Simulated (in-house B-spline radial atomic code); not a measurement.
Ionising Tl⁵⁺ with different functionals

Computed with a B-spline radial code for spherical atoms: scalar-relativistic (spin-free X2C) Hamiltonian, Fermi nucleus of rms radius 5.4759 fm, spin-polarised at highest spin, spherical fractional occupations for the functionals, and exact exchange of hybrids averaged over the configuration. The ionisation energy is the difference of two self-consistent energies, [Xe] 4f14 5d8 → [Xe] 4f14 5d7, without Breit or QED terms; ε is the level of the shell that loses the electron (its least bound occupied spin orbital). There is no spin-orbit coupling in this Hamiltonian.

```tsv
method	rung	ΔSCF (eV)	-ε(5d) (eV)
PBE0	global hybrid	?	?
B3LYP	global hybrid	82.61	76.36
TPSSh	global hybrid	82.48	75.35
BHandHLYP	global hybrid	82.34	78.83
r2SCAN0	global hybrid	82.56	76.85
B97-1	global hybrid	82.58	76.41
HSE06	range-separated hybrid	82.47	76.29
wB97X	range-separated hybrid	?	?
CAM-B3LYP	range-separated hybrid	82.56	78.27
LC-wPBE	range-separated hybrid	82.45	79.58
```

(1) What does PBE0 give?

(2) What does wB97X give?

(3) Among the functionals, which spreads more, the ΔSCF values or the orbital energies?

(4) How do they compare with the NIST value?

Results:

(1) ΔSCF 82.53 eV, and -ε(5d) = 76.75 eV.

(2) ΔSCF 82.30 eV, and -ε(5d) = 79.19 eV.

(3) The orbital energies: ΔSCF values span about 0.31 eV and the orbital energies 4.23 eV; here energy differences depend much less on the functional than eigenvalues do.

(4) NIST lists 80 eV ± 2 (tabulated theory, ground level to ground level). Errors run from +2.30 to +2.61 eV; all lie within about twice that uncertainty, so the table can't rank the methods.
